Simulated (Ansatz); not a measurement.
Cs2I2⁺. Charge 1, multiplicity 2. Geometry B3LYP-D4/def2-SVP, that of the neutral singlet; atoms count from 1.

| atom | x (Å) | y (Å) | z (Å) |
| --- | --- | --- | --- |
| Cs1 | -2.1408 | -0.7708 | 1.0964 |
| Cs2 | 2.1404 | 0.7708 | -1.0961 |
| I3 | 1.1538 | 0.1323 | 2.3456 |
| I4 | -1.1535 | -0.1324 | -2.3459 |

In the def2 sets Cs, I take a core potential; there is no spin–orbit coupling. The structure comes from a short search, and lower isomers may exist.

Question: Estimate the Mulliken populations from the PBE0/def2-TZVP orbitals of Ansatz.

Answer: 
```tsv
atom	charge (e)	spin (α − β)
Cs1	0.87	-0.01
Cs2	0.87	-0.01
I3	-0.37	0.51
I4	-0.37	0.51
```
Mulliken values and Mayer orders depend strongly on the basis.

Question: Where does the spin sit?

Answer: Summed by element: Cs -0.02, I 1.02, of 1 unpaired in all. Largest on single atoms: I4 0.51, I3 0.51, Cs1 -0.01.
